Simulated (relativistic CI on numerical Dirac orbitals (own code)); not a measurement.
Hyperfine structure of Sm5+, mass number 149

Computed by Dirac-Coulomb-Breit CI, separate exchange-only KLI orbitals for each configuration, a model potential for QED, valence Slater integrals scaled by 0.85, P86 correlation energy added to each configuration (own radial code, finite nucleus).

Configurations in the expansion (outside the closed core [Kr] 4d10): 4f3 5s2 5p6, 4f4 5s2 5p5, 4f2 5s2 5p6 5d, 4f 5s2 5p6 5d2, 4f3 5s 5p6 5d, 4f2 5s2 5p6 6s, 4f4 5s 5p6, 4f3 5s2 5p5 6s, 4f2 5s2 5p6 6d, 4f2 5s2 5p6 7s, 4f 5s2 5p6 5d 5f, 4f 5s2 5p6 6s 6p, 4f2 5s2 5p6 5g, 4f 5s2 5p6 5f 6s, 4f2 5s 5p6 6s2, 4f 5s2 5p6 6s2. Levels of other configurations are missing.

Nuclear spin I = 7/2, μ = -0.6677 μN, Q = 0.075 b (tables of Stone and Pyykkö). The electronic factors are computed for point nuclear moments, without core polarisation or the Bohr-Weisskopf and QED corrections.

```tsv
Level	E (cm⁻¹)	A (MHz)	B (MHz)
4f3 5s2 5p6 4I°_9/2	0.0	-197.1	30.4
4f3 5s2 5p6 4I°_11/2	3005.3	-154.9	30.7
4f3 5s2 5p6 4I°_13/2	6108.8	-130.3	33.6
4f3 5s2 5p6 4I°_15/2	9246.1	-115.8	38.5
4f3 5s2 5p6 4F°_3/2	15757.3	-217.5	-21
4f3 5s2 5p6 2H°_9/2	16170.6	-166.6	-27
4f3 5s2 5p6 4F°_5/2	17465.3	-133.2	-20.1
4f3 5s2 5p6 4F°_7/2	18777.4	-119.1	-40.6
```

Levels with J = 0, under 50 % of one LS term, or S terms without an open s electron are left out. Small factors come from cancelling terms and can be off by tens of per cent or more.

At this charge configurations can still be misplaced by up to about 7 % of their energy. Levels and lines within the n = 5 or 6 shells can be off by up to 10 % or somewhat more, and those that change n by about 2 %, since core polarisation is missing. Levels that differ in their count of f electrons can be misplaced by several ten thousand cm⁻¹, since the correlation energy of f electrons is missing or only estimated; rates across such gaps can be off by orders of magnitude.

Task: Give the hyperfine levels of 4f3 5s2 5p6 4I°_9/2 relative to its centre of gravity.

Result: With K = F(F + 1) − I(I + 1) − J(J + 1), E = AK/2 + B[¾K(K + 1) − I(I + 1)J(J + 1)]/[2I(2I − 1)J(2J − 1)]: F = 1: 3808, F = 2: 3409, F = 3: 2812, F = 4: 2018, F = 5: 1028, F = 6: -155.6, F = 7: -1531, F = 8: -3097 MHz.

LS names give the leading component of a level, which can be under half, so a name can repeat, a term be missing and a line seem to break the LS rules.
